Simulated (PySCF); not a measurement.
## Mayer bond orders and bond lengths

Species: C5H7F3P2S.
SMILES with atom numbers: `[CH:1]#[C:2][PH:3][P@:4](=[S:5])([CH2:6][CH3:7])[C:8]([F:9])([F:10])[F:11]` (hydrogens: H12 on C1; H13 on P3; H14, H15 on C6; H16, H17, H18 on C7)

Cartesian coordinates in Å at the GFN2-xTB level; atoms count from 1:
```
atom  x, y, z in Å
C1     3.8280    0.2286   -0.8255
C2     2.8652    0.7605   -0.3396
P3     1.4853    1.4621    0.4962
P4     0.0519    0.2625   -0.6918
S5     0.0694    0.2369   -2.6296
C6    -1.5782    0.5619    0.1442
C7    -2.7332   -0.0336   -0.6474
C8     0.4891   -1.4381    0.0513
F9    -0.5671   -2.2571    0.0861
F10    0.9224   -1.3080    1.3176
F11    1.4502   -2.0509   -0.6340
H12    4.6551   -0.2212   -1.2923
H13    1.3234    2.5276   -0.4062
H14   -1.5269    0.1606    1.1608
H15   -1.6813    1.6509    0.2093
H16   -2.6791   -1.1199   -0.6577
H17   -2.7014    0.3203   -1.6771
H18   -3.6816    0.2632   -0.2055
```

Bond orders from the PBE0/pcSseg-1 density (PySCF). The structure is a single GFN2-xTB conformer in the gas phase; no vibrational or solvent corrections.

Question: How far do the computed orders between heavy atoms stray from the drawn ones?

Answer: The largest departure is 0.359, at C1–C2 (drawn triple, 2.641). Drawn single, order below 0.88: P3–P4 (0.844), P4–C6 (0.845) and P4–C8 (0.718). Drawn double or triple, more than 0.30 short of the drawn order: C1–C2 (2.641).

Question: Set the Mayer orders of the bonds beside their lengths.

Answer: 
```
  bond  drawn as  length (Å)  Mayer order
 C1–C2    triple       1.202        2.641
 C2–P3    single       1.759        0.887
 P3–P4    single       2.215        0.844
 P4–S5    double       1.938        1.722
 P4–C6    single       1.856        0.845
 C6–C7    single       1.522        1.040
 P4–C8    single       1.907        0.718
 C8–F9    single       1.337        0.984
C8–F10    single       1.345        0.959
C8–F11    single       1.330        1.025
C1–H12    single       1.051        1.111
P3–H13    single       1.406        0.923
C6–H14    single       1.094        0.920
C6–H15    single       1.096        0.933
C7–H16    single       1.088        0.961
C7–H17    single       1.089        0.953
C7–H18    single       1.088        0.959
```

Bonds between the same two heavy elements. C–C: lowest C6–C7 (1.040, 1.522 Å), highest C1–C2 (2.641, 1.202 Å). C–P: lowest P4–C8 (0.718, 1.907 Å), highest C2–P3 (0.887, 1.759 Å). C–F: lowest C8–F10 (0.959, 1.345 Å), highest C8–F11 (1.025, 1.330 Å).

Question: Sum the orders of all bonds at each heavy atom with more than one neighbour and set the sums beside the valence in the SMILES.

Answer: C1 3.752 (drawn 4), C2 3.528 (drawn 4), P3 2.654 (drawn 3), P4 4.129 (drawn 5), C6 3.738 (drawn 4), C7 3.913 (drawn 4), C8 3.686 (drawn 4). Orders between atoms that aren't bonded are not in these sums.

The Mayer order sums products of elements of PS (density times overlap matrix) between the two atoms' basis functions, so it depends on the basis set.

The run behind these numbers computed NMR shieldings as well. On AMD EPYC 9R14, one thread, shared host with 192 logical CPUs at a one-minute load of 72, this took 44 s wall and 1.1 GiB of memory at its peak.
